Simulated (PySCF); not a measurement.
SMILES C(/C(C)(C)C)=C/O[SiH3] (C₆H₁₄OSi) (GFN2-xTB optimised geometry):

```
22

C      1.377    -0.790     0.000
C     -0.156    -0.790     0.000
C     -0.668    -1.522     1.247
C     -0.663    -1.509    -1.253
C     -0.668     0.631     0.000
C     -0.423     1.555     0.920
O      0.347     1.346     2.011
Si     0.712     2.270     3.295
H      1.756    -0.273    -0.879
H      1.753    -1.811    -0.009
H      1.754    -0.288     0.886
H     -0.314    -2.551     1.252
H     -1.756    -1.529     1.263
H     -0.312    -1.028     2.146
H     -0.308    -1.008    -2.151
H     -1.751    -1.524    -1.273
H     -0.306    -2.536    -1.270
H     -1.296     0.921    -0.829
H     -0.842     2.551     0.830
H     -0.488     2.558     4.085
H      1.647     1.377     3.961
H      1.312     3.538     2.875
```

Computed with B3LYP/def2-SVP run with PySCF.

What are the frontier orbital energies and the dipole moment?

HOMO-2 -8.66 eV, HOMO-1 -8.31 eV, HOMO -6.27 eV, LUMO 0.30 eV, LUMO+1 0.58 eV; dipole moment 1.05 D.

Meta-Löwdin charges at B3LYP/def2-SVP: C1 -0.28, C2 0.08, C3 -0.28, C4 -0.28, C5 -0.15, C6 0.08, O7 -0.56, Si8 0.78, H9 0.09, H10 0.08, H11 0.10, H12 0.08, H13 0.09, H14 0.10, H15 0.09, H16 0.09, H17 0.09, H18 0.10, H19 0.09, H20 -0.13, H21 -0.11, H22 -0.13.
